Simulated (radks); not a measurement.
All-electron atom: Sn4- in [Xe]. Calculated with a radial shooting solver on a logarithmic mesh with Libxc functionals: scalar-relativistic Kohn-Sham, r2SCAN, spin-polarised, spherical densities, finite nucleus; meta-GGA in the generalised Kohn-Sham scheme; Fermi nuclear charge, rms radius 4.6519 fm; Watson sphere of charge +3.49 and radius 2.4 bohr. Some entries of the table are withheld. Estimate them.

orbital,occ.,eigenvalue (hartree),<1/r> (bohr^-1),r(max) (bohr)
1s,2,-1068.060,53.08,0.01878
2s,2,-161.7111,12.13,0.1060
2p,6,-145.0451,11.65,0.08497
3s,2,-31.34777,4.315,0.3071
3p,6,-25.86221,4.102,0.3007
3d,10,-17.43446,(1),0.2516
4s,2,-4.95496,1.685,0.7468
4p,6,-3.29331,1.530,(2)
4d,10,-0.89428,1.199,0.8886
5s,2,(3),0.5345,2.079
5p,6,-0.13496,0.4323,2.452

Answer. 
(1) 3d <1/r> (bohr^-1): 3.864
(2) 4p r(max) (bohr): 0.7893
(3) 5s eigenvalue (hartree): -0.41034
